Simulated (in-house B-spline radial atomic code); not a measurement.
How numerical settings move a run on P IV (P3+), [Ne] 3s2. Computed with a B-spline radial code for spherical atoms: scalar-relativistic (X2C) LDA exchange-only, spin-polarised, spherical fractional occupations, Fermi nucleus of rms radius 3.1889 fm.

Command:
```bash
python run_scf.py task.json out
```
Settings of the sound reference run:
```
Z                15
electrons        12
configuration    [Ne] 3s2
hamiltonian      x2c
method           lda,
spin_polarised   True
nucleus          fermi
rms_radius       3.1889
mass_number      31
atomic_mass      30.97376
speed_of_light   137.036
knot_spacing     0.22
spline_order     8
gauss_points     12
box_radius       16.22
max_iterations   70
damping          0.5
damped_steps     3
diis_vectors     10
tolerance        1e-08
start            Thomas-Fermi
```

Time taken, with all properties: 0.2 s on 1 thread of Intel(R) Xeon(R) 6975P-C (shared host).

It converges in 8 iterations to -337.587609 hartree, with 3s up at -44.3362 eV. The other runs change the listed settings, some to values that make no sense; their results aren't properties of the atom or ion. Radii are in bohr (the nuclear one in fm), a minus after a letter asks for a j subshell, and «unchanged» means within 1e-8 hartree. The run stops when the residual is below 10 × tolerance × max(1, Z/10), or a noise floor if that is larger, and the energy moves by less than 1e-8 × √|E| hartree; so very loose and very tight tolerances often act alike.

| changed settings | outcome |
| --- | --- |
| diis_vectors = 0 | converged in 17 iterations, energy unchanged, 3s up level +9.4e-07 eV |
| tolerance = 1e-06 | converged in 7 iterations, energy unchanged, 3s up level +5.6e-05 eV |
| box_radius = 8.11, max_iterations = 75, diis_vectors = 4 | converged in 8 iterations, energy +4.07e-07 hartree from the reference, 3s up level +7.1e-06 eV (the program warns: 3s up reaches the box edge; 3s down reaches the box edge) |
| electrons = 13, configuration = [Ne] 3s3, max_iterations = 60 | stopped with error: shell 3s holds at most 1 electrons (per spin) |
| hamiltonian = dirac, method = hf, spin_polarised = False, speed_of_light = 13.49805 | converged in 11 iterations to -678.2663 hartree, a different physical problem |
| gauss_points = 6, max_iterations = 75, tolerance = 0.001, start = bare nucleus | converged in 8 iterations, energy -2.12e-08 hartree from the reference, 3s up level -8.1e-06 eV |
| diis_vectors = 2 | converged in 9 iterations, energy unchanged, 3s up level -1.0e-06 eV |
| tolerance = 1e-13 | converged in 8 iterations, energy unchanged |
| damping = 0 | converged in 8 iterations, energy unchanged, 3s up level +1.8e-06 eV |
| diis_vectors = 1 | converged in 20 iterations, energy unchanged, 3s up level +2.1e-06 eV |

(1) What happens with knot_spacing = 0.3, max_iterations = 75, damped_steps = 8?

(2) What happens with damping = 0.95?

(3) What happens with spline_order = 5, gauss_points = 5, box_radius = 0.65, max_iterations = 100, damping = 0.2?

(4) What happens with electrons = 13, configuration = [Ne] 3s2 4s-1, max_iterations = 50?

Results:

(1) Converged in 12 iterations, energy +9.41e-08 hartree from the reference, 3s up level +1.8e-06 eV.

(2) Converged in 9 iterations, energy unchanged.

(3) Converged in 7 iterations, energy +1.48e+02 hartree from the reference, 3s up level +1.5e+03 eV (the program warns: 3s up has a positive eigenvalue: unbound, held by the box; 2s up has a positive eigenvalue: unbound, held by the box).

(4) Stopped with error: j subshells need the Dirac Hamiltonian and l > 0.
